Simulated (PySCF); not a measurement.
Working out the ionisation energy of Au⁺

Au⁺ [Xe] 4f14 5d10 (1S) → Au²⁺ [Xe] 4f14 5d9 (2D). All numbers are calculated (PySCF 2.14, a scalar-relativistic core potential, in aug-cc-pVTZ-PP with ECP60MDF (6s6p5d3f2g, 88 functions)). Frozen: 5s2 5p6. Energies in hartree (1 hartree = 27.21139 eV):

```tsv
part	Au⁺ (lower)	Au²⁺ (upper)
UHF	-134.499459	-133.803833
CCSD correlation	-0.315727	-0.256982
(T)	-0.013032	-0.008500
```

What does Hartree-Fock give?

(-133.803833) − (-134.499459) = 0.695626 hartree = 18.929 eV.

What do CCSD and CCSD(T) give?

The CCSD correlation energies differ by 0.058745 hartree = 1.599 eV and the triples by 0.004532 hartree = 0.123 eV, so CCSD gives 20.528 eV and CCSD(T) 20.651 eV.

Reference: 20.203 ± 0.025 eV (measured; NIST Atomic Spectra Database, ionization energies), between the lowest levels; spin-orbit coupling is absent from the calculation.

What remains against the reference includes basis incompleteness, the frozen core and higher excitations.
